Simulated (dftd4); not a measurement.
Br3Sb, charge +1, doublet, at a GFN2-xTB geometry (a state made from the parent by changing its charge; the spin is typed, not shown lowest); dftd4 with D4 for pbe0.

dftd4 was given this input:
```
$ dftd4 mol.xyz --func pbe0 --charge 1 --json dftd4.json --noedisp

# file mol.xyz
4

Sb    -0.00424655    -0.01061037     0.90041461
Br     0.54273096    -2.14698769    -0.46015488
Br     1.59562012     1.54932591    -0.41163234
Br    -2.13216325     0.61312260    -0.44024549
```

Problem. Write the output that dftd4 gives for this input, abridged.

Solution. 
```
                    ____  _____ _____     ____  _  _
      -------------|  _ \|  ___|_   _|---|  _ \| || |------------
     |             | | | | |_    | | ___ | | | | || |_           |
     |             | |_| |  _|   | ||___|| |_| |__   _|          |
     |             |____/|_|     |_|     |____/   |_|            |
     |             ===================================           |
     |            E. Caldeweyher, S. Ehlert & S. Grimme          |
     |          Mulliken Center for Theoretical Chemistry        |
     |                    University of Bonn                     |
      -----------------------------------------------------------

Rational (Becke-Johnson) damping: pbe0-D4-ATM
---------------------
  s6         1.0000
  s8         1.2007
  s9         1.0000
  a1         0.4009
  a2         5.0293
 alp        16.0000
--------------------

Dispersion energy:      -6.7342975903558E-03 Eh

[Info] JSON dump of results written to 'dftd4.json'
```
